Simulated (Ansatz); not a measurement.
Reaction (atomization): `NC([SiH3])[SiH3]` → C• + 9 H• + N• + 2 Si•

Gas-phase electronic energies from Ansatz, PBE0-D4/def2-TZVP geometries. CCSD(T)/CBS is the MP2 limit (def2-TZVPP, def2-QZVPP) plus CCSD(T) − MP2 in def2-TZVPP, frozen cores. This one scheme is used for every species, atoms too. For atomizations the MP2-based limit and the directly extrapolated one differ by several kJ/mol either way, and by 10 to 25 for some Ge, Se and Sn compounds, so smaller differences from it don't rank the levels. Functionals use def2-TZVPP. B3LYP here is the variant with VWN-RPA as its local correlation; programs differ in this. No spin–orbit coupling; open shells (•) take unrestricted orbitals. Spin–orbit coupling would lower the free atoms: a little for C, Si. One conformer a species, not always the lowest.

Task: What is ΔE at CCSD(T)/CBS? (Estimate.)

Result: Computed: +43.32 eV.

Task: What do these levels give: PBE-D4, BLYP-D4, B3LYP-D4, r2SCANh-D4, PBE0, HF/def2-TZVPP? (An estimate is asked.)

Result: The calculation gave: PBE-D4 43.34, BLYP-D4 43.06, B3LYP-D4 43.39, r2SCANh-D4 42.96, PBE0 42.72, HF/def2-TZVPP 31.73 eV.

Largest T1 diagnostic among the species: 0.012.

In def2-TZVPP, CCSD(T) changes the Hartree–Fock value by +10.44 eV (the triples alone add +0.47 eV) and MP2 by +10.33 eV; breaking electron pairs costs correlation energy, which Hartree–Fock lacks. Leaving LDA and LC-ωPBE aside and taking each functional with its dispersion term where it has one, the values, not all of them listed here, spread over 1.00 eV, from BHLYP-D4 to ωB97X-V. LDA lies +5.39 eV from PBE without D4, its usual overbinding. The D4 term adds +0.47 eV with B3LYP and +0.25 eV with PBE0; it sums over pairs of atoms, weighted by their polarisabilities, and B3LYP, whose exchange is more repulsive, gets the larger term.
